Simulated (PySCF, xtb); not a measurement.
BFCl2, SMILES FB(Cl)Cl.

Coordinates come from a ωB97X-D3(BJ)/def2-SVP optimisation.

Calculation: PySCF with C-PCM-M06-2X/def2-SVP.

The values are the electrostatic part of the solvation free energy, E(continuum) − E(gas) at the gas-phase geometry, in a cavity of scaled van der Waals radii (PySCF's table); cavitation and dispersion terms are not included. In vacuum the orbital gap is 10.88 eV. The dipole moment in vacuum is 0.25 D.

```tsv
solvent	ε	ΔG(elec) (kcal/mol)	dipole (D)	gap (eV)
water	78.36	-0.9	0.26	10.96
chloroform	4.71	-0.7	0.26	10.94
toluene	2.37	-0.5	0.25	10.92
```

For comparison, GFN2-xTB/ALPB(water) (xtb, at the GFN2-xTB geometry, all terms of that model) gives -0.4 kcal/mol.
